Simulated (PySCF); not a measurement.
## Frontier orbitals and the lowest excitations

C5H9N3.
Cartesian coordinates in Å at the GFN2-xTB level; atoms count from 1:
```xyz
17
C5H9N3 angstrom
C      2.118   -0.257    0.448
C      1.264   -0.081   -0.809
C      0.037    0.702   -0.519
N     -0.110    1.984   -0.697
N     -1.343    2.329   -0.293
C     -1.935    1.255    0.127
N     -1.112    0.175    0.012
C     -1.396   -1.186    0.360
H      1.573   -0.792    1.223
H      3.018   -0.820    0.212
H      2.406    0.715    0.838
H      0.993   -1.059   -1.216
H      1.834    0.466   -1.560
H     -2.932    1.203    0.513
H     -0.828   -1.487    1.244
H     -2.459   -1.286    0.574
H     -1.135   -1.849   -0.466
```

Level of theory: TDDFT CAM-B3LYP/def2-SVPD, vertical, gas phase, core orbitals frozen in the response in PySCF 2.14.0, density-fitted response routines. GFN2-xTB frequencies show an imaginary mode (27i cm⁻¹), so this geometry is no minimum at that level.

Frontier orbitals with the atoms that hold most of them (Löwdin shares over 4%, at most four atoms; ? is withheld):

| orbital | ε (eV) | atoms |
| --- | --- | --- |
| LUMO+2 | 1.86 | C2 14%, H12 11%, C6 11%, H13 10% |
| LUMO+1 | 1.37 | C6 12%, N7 11%, C1 10%, C3 10% |
| LUMO | 0.84 | ? |
| HOMO | -8.44 | N4 40%, N5 40%, C3 8%, C6 8% |
| HOMO-1 | -8.54 | ? |
| HOMO-2 | -9.71 | N7 35%, N4 21%, N5 19%, C8 8% |
| HOMO-3 | -10.30 | N4 37%, N5 37%, C6 5%, C3 5% |

Q: Which atoms hold the HOMO-1, and with what shares?

A: C6 (bonded to 2 N and H) 23%; C3 (bonded to C and 2 N) 21%; N5 (bonded to C and N) 20%; N4 (bonded to C and N) 19%. By element: carbon 44% or more, nitrogen 39% or more.

Q: Give the leading atoms of the LUMO.

A: C8 (bonded to N and 3 H) 27%; H15 (bonded to C) 10%; C1 (bonded to C and 3 H) 9%; H16 (bonded to C) 8%. By element: carbon 36% or more, hydrogen 19% or more.

Q: How does S1 compare with the orbital gap of 9.28 eV?

A: S1 is at 6.01 eV (f = 0.0001), 3.27 eV below the gap, made of HOMO→LUMO+1 (62%), HOMO→LUMO+2 (12%), HOMO→LUMO+3 (11%). Its leading pair isn't HOMO and LUMO; the energies of that pair differ by 9.81 eV. Without the coupling terms of the response equations the lowest excitation would equal the gap.

Q: Give energy, strength and leading configuration of S5 and S7, and follow the Löwdin shares of the leading atoms from the occupied to the empty orbital.

A: 
- S5 (7.05 eV, f 0.023), HOMO→LUMO (70%): N4 40% → at most 9%, N5 40% → at most 9%, C8 at most 5% → 27%, H15 at most 5% → 10%
- S7 (7.77 eV, f 0.018), HOMO-2→LUMO (80%): N7 35% → at most 9%, N4 21% → at most 9%, C8 8% → 27%, H15 at most 8% → 10%

Löwdin shares depend on the basis, the more so with diffuse functions.

One conformer stands for the species.
